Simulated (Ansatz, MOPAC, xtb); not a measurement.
Breaking a bond: GeC, lowest triplet found (which spin is the ground state isn't settled by this scan).

Methods: GFN1-xTB (xtb); PM6, unrestricted, heats of formation (MOPAC); ROCCSD = CCSD on ROHF/cc-pVDZ, cores with 3d frozen (Ansatz, a program for electronic structure); UHF/cc-pVDZ (Ansatz); UCCSD(T) = Ansatz with CCSD(T) on UHF/cc-pVDZ, cores with 3d frozen.

Energies are in mEh, each relative to the lowest point of its own curve between 1.54 and 2.21 Å, where full CI is lowest.

```json
[
 {"R / Å": "1.40", "GFN1-xTB": "225.0", "PM6": "56.6", "ROCCSD": "177.1", "UHF": "178.9", "UCCSD(T)": "179.7"},
 {"R / Å": "1.54", "GFN1-xTB": "55.2", "PM6": "10.1", "ROCCSD": "61.5", "UHF": "66.4", "UCCSD(T)": "63.2"},
 {"R / Å": "1.63", "GFN1-xTB": "13.5", "PM6": "0.6", "ROCCSD": "24.5", "UHF": "30.0", "UCCSD(T)": "25.8"},
 {"R / Å": "1.69", "GFN1-xTB": "1.8", "PM6": "0.0", "ROCCSD": "10.5", "UHF": "15.4", "UCCSD(T)": "11.4"},
 {"R / Å": "1.80", "GFN1-xTB": "0.0", "PM6": "6.6", "ROCCSD": "0.0", "UHF": "2.1", "UCCSD(T)": "0.3"},
 {"R / Å": "1.86", "GFN1-xTB": "5.6", "PM6": "13.0", "ROCCSD": "14.8", "UHF": "0.0", "UCCSD(T)": "0.0"},
 {"R / Å": "1.90", "GFN1-xTB": "10.9", "PM6": "18.2", "ROCCSD": "13.8", "UHF": "0.0", "UCCSD(T)": "1.4"},
 {"R / Å": "1.99", "GFN1-xTB": "25.8", "PM6": "31.4", "ROCCSD": "15.8", "UHF": "3.1", "UCCSD(T)": "7.8"},
 {"R / Å": "2.04", "GFN1-xTB": "34.1", "PM6": "39.4", "ROCCSD": "19.0", "UHF": "6.2", "UCCSD(T)": "12.6"},
 {"R / Å": "2.13", "GFN1-xTB": "47.1", "PM6": "54.5", "ROCCSD": "26.9", "UHF": "13.4", "UCCSD(T)": "22.8"},
 {"R / Å": "2.21", "GFN1-xTB": "59.1", "PM6": "—", "ROCCSD": "35.4", "UHF": "20.8", "UCCSD(T)": "32.6"},
 {"R / Å": "2.34", "GFN1-xTB": "80.1", "PM6": "—", "ROCCSD": "50.6", "UHF": "33.7", "UCCSD(T)": "48.7"}
]
```

At the longest distance, 2.34 Å, GFN1-xTB lies highest above its minimum (80.1 mEh) and UHF lowest (33.7 mEh).

Dashes: no converged value, or the column stops at the first point that the program doubted or that broke a chosen test of continuity, which isn't proof of a fault.

The scan ran from 1.40 to 6.64 Å; beyond the distances shown full CI changes its symmetry label. The T1 diagnostic of CCSD on the restricted reference of ROCCSD exceeds 0.045 at 1.40 to 1.80, 2.04 to 2.34 Å. At the minimum ROCCSD lies far from FCI: another state is possible. The unrestricted determinant behind UHF, UCCSD(T) is spin-contaminated at 1.54 to 2.34 Å (<S²> up to 2.9, against 2.00 for a pure triplet).
